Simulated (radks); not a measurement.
Q: These are the eigenvalues of the occupied orbitals of an atom or ion with whole-number occupations (hartree). Calculated with a radial shooting solver on a logarithmic mesh with Libxc functionals: scalar-relativistic Kohn-Sham, PBEsol, spin-polarised, spherical densities, finite nucleus; Fermi nuclear charge, rms radius of each element as measured or else 0.836 A^(1/3) + 0.57 fm.

| orbital | eigenvalue |
|---|---|
| 1s up | -431.1761 |
| 1s down | -431.1693 |
| 2s up | -55.50194 |
| 2s down | -55.46413 |
| 2p up | -48.78667 |
| 2p down | -48.75486 |
| 3s up | -7.79452 |
| 3s down | -7.73271 |
| 3p up | -5.71199 |
| 3p down | -5.64962 |
| 3d up | -2.28511 |
| 3d down | -2.21826 |
| 4s up | -0.99972 |
| 4s down | -0.88999 |
| 4p up | -0.59598 |

Which element is it, and in what charge state? The configuration may be excited. Open shells, if any, are filled with parallel spins first.

A: Z = 33, arsenic, charge +1: As+ in [Ar] 3d9 4s2 4p3. The list shows which subshells hold electrons but not how many an open one holds; the 1s level, -431.18 hartree, gives Z - s = 29.4 by -(Z - s)^2/2, which with screening and relativity narrows Z to a few neighbours, and the depths of the outer levels then fix element, charge and occupations together.
